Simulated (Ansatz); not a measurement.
System: BSiH$_{3}$F$_{2}$, charge 0, singlet. BSiH3F2 (SMILES FB(F)[SiH3]).
B3LYP-D3(BJ)/def2-TZVP minimum from Ansatz (a first-principles code):
```xyz
7

B     -0.4422     0.2505    -0.2938
F     -1.6343    -0.3093    -0.4279
F     -0.2813     1.4286    -0.8784
Si     1.0763    -0.6299     0.7349
H      1.6034     0.3209     1.7421
H      2.1650    -0.9655    -0.2143
H      0.6146    -1.8634     1.4092
```
Charge 0, spin multiplicity 1.

Property: atomisation energy (electronic, to ground-state atoms), in kcal/mol. Open shells are spin-unrestricted; no spin-orbit coupling. CBS(X,Y): correlation extrapolated as X^-3, Hartree-Fock from the larger set. A bracket is a step between two methods taken in the basis named. Functionals run without relativity, which enters their misses. Double hybrids freeze cores in their MP2 part. 'core' is core correlation in cc-pwCVTZ (1s frozen past Ne), 'X2C' scalar relativity in cc-pVTZ-DK, both at CCSD(T). For partners of very few electrons the exact lower level stands in for a higher one.

CCSD(T)/CBS(cc-pV(T+d)Z,cc-pV(Q+d)Z) + [CCSDT(Q) - CCSD(T)]/cc-pV(D+d)Z + core + X2C (Ansatz) gives 615.5 kcal/mol.

Problem. How far off this value is PBE/def2-TZVPD (Ansatz), in which direction, and which of these levels come nearer: r2SCAN/def2-TZVPD, B3LYP/def2-TZVPD, PBE0/def2-TZVPD, wB97M-V/def2-TZVPD, B2PLYP/def2-TZVPD, CCSD(T)/CBS(cc-pV(T+d)Z,cc-pV(Q+d)Z) + core + X2C?

Solution. PBE gives 617.5 kcal/mol, 2.0 kcal/mol above it. Differences of the others: r2SCAN/def2-TZVPD (Ansatz) 0.7; B3LYP/def2-TZVPD (Ansatz) -6.7; PBE0/def2-TZVPD (Ansatz) -8.2; wB97M-V/def2-TZVPD (Ansatz) -0.8; B2PLYP/def2-TZVPD (Ansatz) -7.8; CCSD(T)/CBS(cc-pV(T+d)Z,cc-pV(Q+d)Z) + core + X2C (Ansatz) -0.5 kcal/mol. Nearer than PBE: r2SCAN/def2-TZVPD, wB97M-V/def2-TZVPD, CCSD(T)/CBS(cc-pV(T+d)Z,cc-pV(Q+d)Z) + core + X2C.
